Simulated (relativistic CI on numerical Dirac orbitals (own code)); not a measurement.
# Zr²⁺: 3d photoemission

Computed with this model: Dirac-Coulomb-Breit CI, separate exchange-only KLI orbitals for each configuration, a model potential for QED, valence Slater integrals scaled by 0.9, multiplet model of photoemission in the sudden approximation; configurations [Kr] 4d2 → [Ar] 3d9 4s2 4p6 4d2; 300 K; Lorentzian 0.3 eV and Gaussian 0.5 eV FWHM. Energies are those of the free ion, without screening or charge transfer. The energies are binding energies and can lie tens of eV above those of solids. S is read from ⟨S²⟩ = S(S + 1).

Field parameters in Wybourne normalisation: D4h B²₀ = −7Ds, B⁴₀ = 21(Dq − Dt), B⁴₄ = 21√(5/14) Dq; Oh B⁴₀ = 21Dq, B⁴₄ = √(5/14) B⁴₀; Td as Oh with Dq negative (B⁴₀ = 21Dq, B⁴₄ = √(5/14) B⁴₀). The field is a parameter set, without covalency.

Peaks in eV (height, largest 100): 204.2 (100), 206.6 (66).

Which surroundings give this spectrum?
A. Td, 10Dq = -10200 cm⁻¹
B. D4h, 10Dq = 31300, Ds = 400, Dt = -360 cm⁻¹
C. free ion
D. Oh, 10Dq = 29550 cm⁻¹

A. Td, 10Dq = -10200 cm⁻¹, where the ground state has S = 1.00.
